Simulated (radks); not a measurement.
Ionisation of neutral fluorine, [He] 2s2 2p5, to [He] 2s2 2p4 as the strength of local exchange is varied. Method: Dirac Kohn-Sham, Slater X-alpha exchange (alpha = 2/3 is LDA exchange), no correlation, spin-unpolarised, spherical densities, finite nucleus; open shells fill j = l - 1/2 first; Fermi nuclear charge, rms radius 2.8976 fm; computed with a radial shooting solver on a logarithmic mesh with Libxc functionals.

alpha  E(F) (hartree)  exchange (hartree)  IE (eV)  -e of the level emptied (eV)  <r> of it (bohr)
0.667       -98.55390            -8.96600   18.017                 9.863 (2p3/2)             1.117
0.702       -99.02539            -9.47686   18.661                10.410 (2p3/2)             1.106
0.717       -99.22807            -9.69701   18.941                10.648 (2p3/2)             1.101
0.766       -99.89273           -10.42123   19.867                11.442 (2p3/2)             1.086
0.811      -100.50661           -11.09315   20.736                12.191 (2p3/2)             1.073
0.96       -102.56279           -13.36436   23.732                14.807 (2p3/2)             1.032

NIST Atomic Spectra Database: 17.423 eV (measured). The central value is not met in this range of alpha. Spin polarisation and multiplet splitting are left out, so open shells lie too high by an amount that depends on their filling.

Beside tabulated values, note that spin-unpolarised runs miss the spin-polarisation part of the exchange energy of open shells.
